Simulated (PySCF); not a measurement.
PySCF job for SrCl₂, SMILES [Cl][Sr][Cl], TDDFT-CAM-B3LYP/def2-TZVPD. Coordinates come from a B3LYP-D3(BJ)/def2-TZVP optimisation. The isomer is the one that the SMILES or the coordinates give; other isomers of the formula were not compared. The def2 effective core potentials stand for the cores of Sr; spin–orbit coupling is left out.

```python
import numpy as np
from pyscf import gto, scf, dft, tdscf

mol = gto.M(
    atom='''
    Sr    0.00000000    0.00000000    0.38368758
    Cl    0.00000000   -2.49196871   -0.42882730
    Cl    0.00000000    2.49196871   -0.42882730
    ''',
    basis='def2-TZVPD',
    ecp={'Sr': 'def2-tzvp'},
    charge=0,
    spin=0,
    symmetry=True,
    max_memory=1600,
    verbose=4,
)
mf = dft.RKS(mol, xc='cam-b3lyp').density_fit(auxbasis='def2-universal-jkfit')
mf.grids.level = 3
mf.conv_tol = 1e-9
mf.max_cycle = 100
mf.kernel()
mf.grids = dft.Grids(mol).set(level=1).build(with_non0tab=True)  # coarser grid for the response kernel
td = tdscf.TDDFT(mf)
td.singlet = True
td.nstates = 10
td.conv_tol = 1e-4
td.positive_eig_threshold = 1e-6
td.kernel(x0=td.get_init_guess(mf, 15))
td.analyze()
tt = tdscf.TDA(mf)
tt.singlet = False
tt.nstates = 4
tt.conv_tol = 1e-4
tt.positive_eig_threshold = 1e-6
tt.kernel(x0=tt.get_init_guess(mf, 9))
tt.analyze(verbose=3)
```

Program output:

```
PySCF version 2.14.0

[INPUT] verbose = 4
[INPUT] num. atoms = 3
[INPUT] num. electrons = 44
[INPUT] charge = 0
[INPUT] spin (= nelec alpha-beta = 2S) = 0
[INPUT] symmetry True subgroup None
[INPUT] Mole.unit = angstrom
[INPUT] Symbol           X                Y                Z      unit          X                Y                Z       unit  Magmom
[INPUT]  1 Sr     0.000000000000   0.000000000000   0.383687580000 AA    0.000000000000   0.000000000000   0.725064443597 Bohr   0.0
[INPUT]  2 Cl     0.000000000000  -2.491968710000  -0.428827300000 AA    0.000000000000  -4.709138372886  -0.810366151737 Bohr   0.0
[INPUT]  3 Cl     0.000000000000   2.491968710000  -0.428827300000 AA    0.000000000000   4.709138372886  -0.810366151737 Bohr   0.0

nuclear repulsion = 99.3284344271402
point group symmetry = C2v
symmetry origin: [ 0.0000000e+00  0.0000000e+00 -4.1993915e-09]
symmetry axis x: [-1. -0. -0.]
symmetry axis y: [0. 1. 0.]
symmetry axis z: [0. 0. 1.]
num. orbitals of irrep A1 = 47
num. orbitals of irrep A2 = 18
num. orbitals of irrep B1 = 22
num. orbitals of irrep B2 = 38
number of shells = 45
number of NR pGTOs = 197
number of NR cGTOs = 125
basis = def2-TZVPD
ecp = {'Sr': 'def2-tzvp'}


******** <class 'pyscf.df.df_jk.DFSymAdaptedRKS'> ********
method = DFSymAdaptedRKS
initial guess = minao
damping factor = 0
level_shift factor = 0
DIIS = <class 'pyscf.scf.diis.CDIIS'>
diis_start_cycle = 1
diis_space = 8
diis_damp = 0
SCF conv_tol = 1e-09
SCF conv_tol_grad = None
SCF max_cycles = 100
direct_scf = False
XC library pyscf.dft.libxc version 7.1.2
    S. Lehtola, C. Steigemann, M. J. T. Oliveira, and M. A. L. Marques,  SoftwareX 7, 1–5 (2018)
XC functionals = cam-b3lyp
    T. Yanai, D. P. Tew, and N. C. Handy,  Chem. Phys. Lett. 393, 51 (2004)
radial grids:
    Treutler-Ahlrichs [JCP 102, 346 (1995); DOI:10.1063/1.469408] (M4) radial grids

becke partition: Becke, JCP 88, 2547 (1988); DOI:10.1063/1.454033
pruning grids: <function nwchem_prune>
grids dens level: 3
symmetrized grids: True
atomic radii adjust function: <function treutler_atomic_radii_adjust>
small_rho_cutoff = 0
Freeze 0 electrons in irreps []
    44 free electrons in irreps A1 A2 B1 B2
Set gradient conv threshold to 3.16228e-05
Initial guess from minao.
tot grids = 59672
******** <class 'pyscf.df.df.DF'> ********
auxbasis = def2-universal-jkfit
Create RSH-DF object <pyscf.df.df.DF object> for omega=0.33
******** <class 'pyscf.df.df.DF'> ********
auxbasis = auxmol.basis = def2-universal-jkfit
init E= -949.495582639907
HOMO (B2) = -0.522755280101038  LUMO (A1) = -0.259907098085193  gap/eV = 7.15246
cycle= 1 E= -951.247197725903  delta_E= -1.75  |g|= 0.475  |ddm|= 2.62
HOMO (B2) = -0.266194896117881  LUMO (A1) = -0.0535044815473802  gap/eV = 5.78760
cycle= 2 E= -951.287997299797  delta_E= -0.0408  |g|= 0.382  |ddm|= 0.982
HOMO (B2) = -0.337840584772268  LUMO (A1) = -0.0581100440092371  gap/eV = 7.61186
cycle= 3 E= -951.317931164174  delta_E= -0.0299  |g|= 0.0426  |ddm|= 0.354
HOMO (B2) = -0.339907832643834  LUMO (A1) = -0.0620026305652702  gap/eV = 7.56219
cycle= 4 E= -951.318313777249  delta_E= -0.000383  |g|= 0.0115  |ddm|= 0.0507
HOMO (B2) = -0.340957546878192  LUMO (A1) = -0.060881229643685  gap/eV = 7.62126
cycle= 5 E= -951.318370094837  delta_E= -5.63e-05  |g|= 0.00356  |ddm|= 0.0198
HOMO (B2) = -0.340941288526361  LUMO (A1) = -0.0609791731425407  gap/eV = 7.61816
cycle= 6 E= -951.31838011758  delta_E= -1e-05  |g|= 0.000647  |ddm|= 0.00909
HOMO (B2) = -0.34090379332212  LUMO (A1) = -0.0610182185312205  gap/eV = 7.61607
cycle= 7 E= -951.318380626898  delta_E= -5.09e-07  |g|= 0.000222  |ddm|= 0.00273
HOMO (B2) = -0.34089802688799  LUMO (A1) = -0.061004490017317  gap/eV = 7.61629
cycle= 8 E= -951.318380645403  delta_E= -1.85e-08  |g|= 3.53e-05  |ddm|= 0.000389
HOMO (B2) = -0.340895848874635  LUMO (A1) = -0.0610030982002773  gap/eV = 7.61627
cycle= 9 E= -951.31838064607  delta_E= -6.66e-10  |g|= 7.65e-06  |ddm|= 8.59e-05
HOMO (B2) = -0.340894072255742  LUMO (A1) = -0.0610038924433849  gap/eV = 7.61620
Extra cycle  E= -951.318380646093  delta_E= -2.27e-11  |g|= 5.97e-06  |ddm|= 1.77e-05
converged SCF energy = -951.318380646093
tot grids = 20720
Overwritten attributes  positive_eig_threshold  of <class 'pyscf.tdscf.rks.TDDFT'>


******** <class 'pyscf.tdscf.rks.TDDFT'> for <class 'pyscf.df.df_jk.DFSymAdaptedRKS'> ********
nstates = 10 singlet
deg_eia_thresh = 1.000e-03
wfnsym = None
conv_tol = 0.0001
eigh lindep = 1e-12
eigh level_shift = 0
eigh max_cycle = 100


Excitation energies (eV)
[4.85735108 4.93798715 4.95437974 5.0265381  5.11180904 5.69188874
 6.38534761 6.39382611 6.48897032 6.49196842]

** Singlet excitation energies and oscillator strengths **
Excited State   1:   B2      4.85735 eV    255.25 nm  f=0.0010
      22 -> 23        0.69333
Excited State   2:   B1      4.93799 eV    251.08 nm  f=0.0462
      21 -> 23        0.69282
Excited State   3:   A1      4.95438 eV    250.25 nm  f=0.0303
      20 -> 23       -0.69196
Excited State   4:   A2      5.02654 eV    246.66 nm  f=0.0000
      19 -> 23        0.69027
Excited State   5:   B2      5.11181 eV    242.54 nm  f=0.0296
      18 -> 23        0.68896
Excited State   6:   A1      5.69189 eV    217.83 nm  f=0.0146
      17 -> 23        0.68263
Excited State   7:   A2      6.38535 eV    194.17 nm  f=0.0000
      22 -> 24       -0.63724
      22 -> 27        0.25005
Excited State   8:   B2      6.39383 eV    193.91 nm  f=0.0002
      18 -> 25        0.10428
      22 -> 25        0.65586
      22 -> 28       -0.18991
Excited State   9:   A1      6.48897 eV    191.07 nm  f=0.0028
      20 -> 25       -0.33712
      21 -> 24        0.56028
      21 -> 27       -0.20926
Excited State  10:   B1      6.49197 eV    190.98 nm  f=0.0013
      20 -> 24        0.45678
      20 -> 27       -0.16531
      21 -> 25        0.47563
      21 -> 28       -0.12906

** Transition electric dipole moments (AU) **
state          X           Y           Z        Dip. S.      Osc.
  1        -0.0000      0.0928     -0.0000      0.0086      0.0010
  2         0.6182     -0.0000      0.0000      0.3822      0.0462
  3         0.0000      0.0000     -0.4993      0.2493      0.0303
  4         0.0000     -0.0000     -0.0000      0.0000      0.0000
  5         0.0000      0.4859     -0.0000      0.2361      0.0296
  6        -0.0000     -0.0000      0.3232      0.1045      0.0146
  7         0.0000     -0.0000     -0.0000      0.0000      0.0000
  8        -0.0000     -0.0346      0.0000      0.0012      0.0002
  9         0.0000     -0.0000      0.1339      0.0179      0.0028
 10        -0.0906     -0.0000      0.0000      0.0082      0.0013

WARN: ECP detected. Skipping calculation of transition velocity and magnetic dipole moments, which have not yet been implemented.

Overwritten attributes  positive_eig_threshold  of <class 'pyscf.tdscf.rks.TDA'>


******** <class 'pyscf.tdscf.rks.TDA'> for <class 'pyscf.df.df_jk.DFSymAdaptedRKS'> ********
nstates = 4 triplet
deg_eia_thresh = 1.000e-03
wfnsym = None
conv_tol = 0.0001
eigh lindep = 1e-12
eigh level_shift = 0
eigh max_cycle = 100


Excitation energies (eV)
[4.76930803 4.86902618 4.88672091 4.97010488]

** Triplet excitation energies and oscillator strengths **
Excited State   1:   B2      4.76931 eV    259.96 nm  f=0.0000
Excited State   2:   B1      4.86903 eV    254.64 nm  f=0.0000
Excited State   3:   A1      4.88672 eV    253.72 nm  f=0.0000
Excited State   4:   A2      4.97010 eV    249.46 nm  f=0.0000
```

The calculation finished and met its thresholds.
